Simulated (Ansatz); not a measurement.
System: CH2I (charge +1, singlet). SMILES of the parent species: [CH2]I
Structure (B3LYP-D3(BJ)/def2-TZVP (Ansatz, an electronic-structure program) minimum search):
```
C
H 1 1.0857
H 1 1.0857 2 120.22
I 1 1.9469 2 119.89 3 180.00
```
Charge +1, spin multiplicity 1.

Parts of the frozen-core correlation energy in def2-SVP (Ansatz, hartree). Frozen orbitals: 10; correlated occupied orbitals by spin: 6 and 6; virtual: 34 and 34. No spin-orbit coupling. Past Kr the def2 sets carry scalar-relativistic core potentials. The restricted reference is unstable.

```csv
term,value
reference (HF),-335.29160
MP2 opposite-spin,___
MP2 same-spin,___
CCSD correlation,-0.25261
(T),___
CCSDT minus CCSD(T),-0.00085
T1 diagnostic,0.042
largest doubles amplitude,0.153
```

Complete the blanks.


- MP2 opposite-spin, value: -0.17285
- MP2 same-spin, value: -0.05273
- (T), value: -0.01109
